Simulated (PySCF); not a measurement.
# Electron correlation in Ar(3+) (argon, charge +3)

[Ne] 3s2 3p3, high-spin 4S determinant. Computed with PySCF 2.14 in aug-cc-pV(Q+d)Z (7s6p5d3f2g, 89 functions), with the non-relativistic Hamiltonian (point nucleus). Frozen: [Ne]; 5 electrons correlated.

MP2 pair energies summed by pair of shells (mhartree):

```tsv
pair	energy	share (%)
3s-3p	-73.68	67.3
3p-3p	-24.65	22.5
3s-3s	-11.22	10.2
```

Total MP2 correlation energy: -109.55 mhartree.

Same-spin part -28.32 and opposite-spin part -81.23 mhartree; SCS-MP2 scales them by 1/3 and 6/5 to -106.92 mhartree.
